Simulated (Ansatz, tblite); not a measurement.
Cost and result up the ladder for the cluster As₄P (5 atoms). The state is a doublet with charge 0. Geometry: B3LYP-D4/def2-SVP.

```xyz
5

P     1.1888   -1.0373    0.4905
As   -0.6228   -1.3098   -0.9534
As   -0.5472    1.9610    0.3316
As    0.9148    0.6621   -1.1824
As   -0.9336   -0.2759    1.3136
```

Ansatz on 4 threads of Arm Neoverse V2 on a shared host; xTB runs through tblite on one thread. Times are rough, summed over both states, and most runs start from the orbitals of an earlier one. PBE0-D4/def2-TZVP serves as the yardstick here, not as an exact answer. Differences are given only for rows in sets of like size (and for xTB, whose basis is part of the method), since another set adds its own error. The other state is a quartet at its own geometry, which has other bonds, so the gap mixes isomer and spin.

The xTB rows come from tblite. HSE06 is defined as in plane-wave codes, on full-range PBE exchange. Correlated methods freeze 41 core orbitals; core or outer-core shells of As are correlated, in sets that lack core-valence functions. The structure comes from a short search, and lower isomers may exist.

Correlated methods converge slowly with the basis.

xTB has no spin-polarisation term.

| level | functions | quartet − doublet (eV) | difference from PBE0-D4/def2-TZVP (eV) | remarks |
| --- | --- | --- | --- | --- |
| HF/STO-3G | 81 | 1.25 | – | spin-contaminated (⟨S²⟩ 0.93) (doublet) |
| PBE0-D4/def2-TZVP | 229 | 1.50 | 0.00 | – |
| HSE06-D4/def2-TZVP | 229 | 1.49 | -0.01 | – |
| MP2/def2-TZVP | 229 | 1.65 | 0.15 | spin-contaminated (⟨S²⟩ 0.84) (doublet) |
| r2SCAN-D4/def2-TZVP | 229 | 1.44 | -0.06 | – |
| PBE-D4/def2-TZVP | 229 | 1.56 | 0.06 | – |
| BLYP-D4/def2-TZVP (with forces) | 229 | 1.46 | -0.03 | – |
| GFN1-xTB | 45 | 2.36 | 0.86 | – |
| GFN2-xTB | 45 | 1.98 | 0.48 | – |

Q: Estimate how long each takes.

A: GFN1-xTB 0.012 s; GFN2-xTB 0.015 s; HF/STO-3G 3.2 s; PBE-D4/def2-TZVP 12 s; BLYP-D4/def2-TZVP (with forces) 12 s; PBE0-D4/def2-TZVP 28 s; HSE06-D4/def2-TZVP 29 s; r2SCAN-D4/def2-TZVP 31 s; MP2/def2-TZVP 35 s. On shared hardware such times vary by a factor of up to 3.
